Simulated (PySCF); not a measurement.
Species: InEt2Me, C5H13In.
Bonds: In1–C2, In1–C9, In1–C16, C2–C3, C9–C10. Hydrogens: H4, H5 on C2; H6, H7, H8 on C3; H11, H12 on C9; H13, H14, H15 on C10; H17, H18, H19 on C16.

Computed by this run: PySCF, PBE0-D3(BJ)/def2-SVP geometry optimisation, gas phase, def2 core potentials past Kr; density fitting, grid level 1; the optimiser is geomeTRIC in internal coordinates, started from a GFN2-xTB structure with every atom displaced at random (about 0.03 Å).

Geometry at step 2:
```
atom  x, y, z in Å
In1    -0.1836   -0.3897    0.0075
C2      2.0052   -0.3868   -0.0463
C3      2.5857   -0.3695    1.3663
H4      2.3664    0.4785   -0.6211
H5      2.3466   -1.2848   -0.5868
H6      3.6902   -0.3501    1.3662
H7      2.2664    0.5193    1.9374
H8      2.2947   -1.2596    1.9511
C9     -1.3068    1.4939    0.0584
C10    -1.7458    1.8877   -1.3513
H11    -0.6691    2.2766    0.5006
H12    -2.1829    1.3571    0.7130
H13    -2.3304    2.8229   -1.3647
H14    -0.8882    2.0481   -2.0277
H15    -2.3863    1.1209   -1.8181
C16    -1.3310   -2.2418    0.0127
H17    -1.5146   -2.5573   -1.0273
H18    -2.3034   -2.1182    0.5094
H19    -0.7762   -3.0539    0.5053
```

**Question.** What forces act on the atoms?

**Answer.** 
```tsv
atom	Fx (eV/Å)	Fy (eV/Å)	Fz (eV/Å)
In1	-0.075	0.052	0.030
C2	0.019	-0.176	0.052
C3	0.088	0.030	0.047
H4	-0.045	0.092	-0.026
H5	-0.007	-0.004	0.001
H6	0.005	-0.012	-0.034
H7	-0.024	-0.041	0.011
H8	-0.030	0.054	-0.014
C9	0.093	-0.089	-0.125
C10	-0.014	0.037	-0.002
H11	-0.073	0.011	0.025
H12	0.028	0.051	0.020
H13	-0.018	0.065	0.018
H14	-0.021	-0.015	0.020
H15	0.013	-0.025	-0.006
C16	0.103	-0.062	-0.032
H17	-0.024	0.011	-0.013
H18	-0.017	0.030	0.006
H19	-0.001	-0.011	0.023
```

The largest, 0.18 eV/Å, acts on C2 (C9 within 3 % of it); the rms over all components is 0.050 eV/Å. The forces sum to zero within rounding, as they must for an isolated molecule in no field.

**Question.** Give the force on C2 in Eh/bohr and in nN.

**Answer.** 0.184 eV/Å ÷ 51.422 = 0.00358 Eh/bohr, and 0.184 eV/Å × 1.602 = 0.30 nN.

**Question.** How far is this geometry from the end of the optimisation?

**Answer.** 0.008 eV above it, and 0.044 Å rms away after alignment. The bonds farthest from their final lengths, with half the difference of the two atoms' forces along the bond (positive lengthens):

```tsv
bond	now (Å)	final (Å)	force along bond (eV/Å)
In1–C2	2.189	2.192	+0.05
C2–H4	1.100	1.103	+0.12
In1–C9	2.194	2.192	-0.11
C10–H13	1.103	1.105	+0.01
```

The angle farthest from its final value is In1–C9–C10, 110.3° against 113.1°.

The cost below is that of the whole optimisation. On an Arm Neoverse V1 with one thread, shared host with 64 logical CPUs at a one-minute load of 44, this took 1.7 min wall and 0.66 GiB of memory at its peak.
